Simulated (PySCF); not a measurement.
Calculated properties of `CC(C)[C@@]1(C)CC[S@](=O)C1`

Compound: C8H16OS.
Atom-mapped SMILES: `[CH3:1][CH:2]([CH3:3])[C@@:4]1([CH3:5])[CH2:6][CH2:7][S@:8](=[O:9])[CH2:10]1` (hydrogens: H11, H12, H13 on C1; H14 on C2; H15, H16, H17 on C3; H18, H19, H20 on C5; H21, H22 on C6; H23, H24 on C7; H25, H26 on C10)

Structural features include: sulfoxide.

**PBE0-D3(BJ)/def2-SVP geometry optimisation, gas phase (PySCF)**

```yaml
Point_group: C1
Rotational_constants_A_B_C: 2.187, 0.748, 0.684 GHz
```

From PBE/pcSseg-1 ground state and GIAO shieldings, non-relativistic (PySCF):

```yaml
Dipole_moment: 4.03 D
HOMO_energy: -4.97 eV
LUMO_energy: -0.10 eV
HOMO–LUMO_gap: 4.87 eV
13C_chemical_shifts_computed_TMS_as_zero_by_class: 70.8 (C10), 66.2 (C7), 55.0 (C4), 46.3 (C6), 44.9 (C2), 21.0 (C3), 20.3 (C1), 16.1 (C5) ppm
1H_chemical_shifts_computed_TMS_as_zero_by_class: 3.57 (H24), 2.56 (H23), 2.46 (H26), 2.43 (H22), 1.76 (H25), 1.49 (H18/H19/H20), 1.21 (H21), 1.11 (H14), 1.03 (H15/H16/H17), 0.99 (H11/H12/H13) ppm
Isotropic_shieldings_of_nuclei_other_than_C_and_H_by_class: 195 (O9), 106 (S8) ppm
```

Monoisotopic mass from the formula: 160.0922 u.

With B = h/(8π²I), that is 505.379 GHz u Å² over I, the principal moments of inertia are 231.1, 675.4 and 738.4 u Å² (most abundant isotopes); the inertial defect Ic − Ia − Ib is -168.1 u Å² (zero for a rigid planar frame, negative otherwise). The dipole matches unit charges of opposite sign 0.84 Å apart (1 e·Å = 4.8032 D). The rotational constants make it an asymmetric top with κ = (2B − A − C)/(A − C) = -0.91, nearer the prolate limit (−1). A dipole of 4.03 D is allowed in C1, and pure rotational transitions are dipole-allowed.

 NMR classes are plain means over equivalent atoms (diastereotopic ones count apart unless rotation or inversion swaps them), as if these changed places fast; in this geometry the members of some classes differ.

One conformer stands for the species.
